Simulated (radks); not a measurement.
Problem. Excited configurations of the holmium ion Ho+: one electron is placed in a higher orbital outside [Xe] 4f11. The ground configuration is [Xe] 4f11 6s1. Method: scalar-relativistic Kohn-Sham, PBE, spin-polarised, spherical densities, finite nucleus; open shells are filled with parallel spins first (spin-orbit coupling, left out, can overturn this in heavy ions); Fermi nuclear charge, rms radius 5.2022 fm; computed with a radial shooting solver on a logarithmic mesh with Libxc functionals. Excitation = E - E(ground); binding = E(ion) - E, where the ion is the core of charge +2; n* = 2/sqrt(2 binding) in atomic units, and the quantum defect is n - n*.

outer orbital  excitation (eV)  binding (eV)     n*  quantum defect  eigenvalue (eV)  <r> (bohr)
5d                       2.320         9.729  2.365           2.635           -6.088       2.931
5f                       8.437         3.612  3.882           1.118           -2.615       8.537
6f                       9.613         2.436  4.727           1.273           -1.873       14.61
7s                       6.272         5.778  3.069           3.931           -4.626       7.477
7d                       9.050         2.999  4.260           2.740           -2.378       12.96
7f                      10.301         1.749  5.579           1.421           -1.387       21.92

Estimate the row for 7p.

Solution. excitation (eV) 7.483; binding (eV) 4.566; n* 3.452; quantum defect 3.548; eigenvalue (eV) -3.613; <r> (bohr) 9.041. The Delta-SCF ionisation energy is 12.049 eV (NIST Atomic Spectra Database: 11.78 eV, semi-empirical). Self-interaction in the functional shifts the binding energies and quantum defects, so they are the method's values and not measured ones. Open shells are spherical and high-spin; term and fine-structure splittings are not resolved. Spin-orbit splitting is averaged out at the scalar-relativistic level.
